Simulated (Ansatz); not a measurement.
CH6GeO4 (SMILES C[O][Ge]([OH])([OH])[OH]), singlet, at a GFN2-xTB geometry, atoms displaced at random by about 0.08 Å a coordinate; Ansatz (a program for electronic structure) with PBE0/STO-3G, gradient.

Input for Ansatz:
Ansatz 0.2 input:
```yaml
crystal:
  periodic: [false, false, false]
  atoms:
    - {symbol: C, position_ang: [2.42547575, -0.38905576, -0.02119879]}
    - {symbol: O, position_ang: [1.26432745, 0.40879410, 0.12526628]}
    - {symbol: Ge, position_ang: [-0.32725674, 0.03317602, -0.00413094]}
    - {symbol: O, position_ang: [-0.89417272, -0.89772218, 1.38351560]}
    - {symbol: O, position_ang: [-1.05540616, 1.69542176, 0.02038151]}
    - {symbol: O, position_ang: [-0.64940151, -0.94684052, -1.39893668]}
    - {symbol: H, position_ang: [2.17814609, -1.19617597, -0.95369214]}
    - {symbol: H, position_ang: [2.55865306, -1.23973519, 0.72448286]}
    - {symbol: H, position_ang: [3.34242278, 0.12111209, -0.23211153]}
    - {symbol: H, position_ang: [-1.02204745, -0.25558267, 2.14628135]}
    - {symbol: H, position_ang: [-0.76367530, 2.11263327, -0.54764614]}
    - {symbol: H, position_ang: [-1.24714747, -1.36256607, -1.35264677]}
basis:
  gaussian:
    orbitals: STO-3G
hamiltonian:
  xc: pbe0
output: {forces: true}
```

Q: Write the output that Ansatz gives for this input, abridged.

A: 
```
Functional definition: PBE0
633 factors; integrals over basis functions are off by at most 4.2e-5 eV
mean field evaluation 1: about -65036.4709 eV, gradient 3.7e1 eV
mean field evaluation 2: about -65038.3519 eV, gradient 2.8e1 eV
mean field evaluation 4: about -65040.8892 eV, gradient 1.3e0 eV
mean field evaluation 8: about -65040.8774 eV, gradient 2.6e-2 eV
mean field -65040.87740993 eV, -2390.2081585248 hartree, gradient 1.6e-5 eV, S^2 0.000000; 0 other end points of the search recorded, 0 dependent functions left out
the calculation of the forces begins
reference -65040.87743063 eV, -2390.2081592857 hartree; 38, 38 occupied and 11, 11 virtual orbitals, 633 factors
Total energy: -65040.87743063 eV, -2390.2081592857 hartree
Atom 0 at     2.425476    -0.389056    -0.021199 Å, force    -3.655057    -6.421742    -3.124017 eV/Å
Atom 1 at     1.264327     0.408794     0.125266 Å, force     1.488190     1.218285     0.525732 eV/Å
Atom 2 at    -0.327257     0.033176    -0.004131 Å, force    -1.585556     0.544567    -0.491811 eV/Å
Atom 3 at    -0.894173    -0.897722     1.383516 Å, force    -0.031656    -0.067261    -0.724553 eV/Å
Atom 4 at    -1.055406     1.695422     0.020382 Å, force   -10.565750   -18.194904    21.822919 eV/Å
Atom 5 at    -0.649402    -0.946841    -1.398937 Å, force    30.842650    22.216302    -1.127087 eV/Å
Atom 6 at     2.178146    -1.196176    -0.953692 Å, force     1.401199     2.834838     1.913363 eV/Å
Atom 7 at     2.558653    -1.239735     0.724483 Å, force     0.214036     1.666378     0.528970 eV/Å
Atom 8 at     3.342423     0.121112    -0.232112 Å, force     1.115867     1.067351    -0.053074 eV/Å
Atom 9 at    -1.022047    -0.255583     2.146281 Å, force    -0.018819     0.372003     0.145240 eV/Å
Atom 10 at    -0.763675     2.112633    -0.547646 Å, force    11.290879    15.961194   -21.831558 eV/Å
Atom 11 at    -1.247147    -1.362566    -1.352647 Å, force   -30.495981   -21.197011     2.415875 eV/Å
Dipole moment:    -0.002338    -0.035560    -0.037128 e Å
```
